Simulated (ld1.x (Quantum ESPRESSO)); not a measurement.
**Transferability test, ultrasoft potential for C (Z = 6)**

```
Element                 : C (Z = 6)
Generator               : ld1.x (Quantum ESPRESSO) 7.5
Type                    : ultrasoft
Functional              : PBE
Relativity              : scalar-relativistic
Frozen core             : [He]
Valence charge          : 4
Reference configuration : 2s2 2p2
Partial waves           : 2s (bound): rcut 0.70, rcutus 0.90 bohr; 2s channel at -0.7 Ry: rcut 0.70, rcutus 0.90 bohr; 2p (bound): rcut 1.30, rcutus 1.65 bohr; 2p channel at 0.1 Ry: rcut 1.30, rcutus 1.65 bohr
Local potential         : all-electron potential smoothed inside 1.50 bohr (lloc = -1)
Core correction         : Bessel-smoothed model core, default radius (core density twice the valence density)
Augmentation charge     : PSQ, inside the norm-conserving radii
```

Energies are relative to the spin-unpolarised reference configuration 2s2 2p2; without spin polarisation the order of configurations can differ from experiment. Not all tests gave a result: test run stopped at test 6 of 7 (negative rho).

```json
{"valence configuration": "2s2 2p1", "charge": "+1", "ΔE all-electron (eV)": "10.862", "error AE − PS (meV)": "+54"}
{"valence configuration": "2s2 2p0", "charge": "+2", "ΔE all-electron (eV)": "35.018", "error AE − PS (meV)": "+331"}
{"valence configuration": "2s1 2p0", "charge": "+3", "ΔE all-electron (eV)": "83.212", "error AE − PS (meV)": "+679"}
{"valence configuration": "2s2 2p1.5", "charge": "+0.5", "ΔE all-electron (eV)": "3.963", "error AE − PS (meV)": "+8.5"}
```

(1) What are ΔE and the potential's error for 2s1 2p2?

Levels in the configuration 2s2 2p0:

| level | all-electron (eV) | pseudo (eV) |
| --- | --- | --- |
| 2s | -40.379 | -40.103 |

Results:

(1) ΔE = 19.615 eV all-electron; the error (AE − PS) is +24 meV.
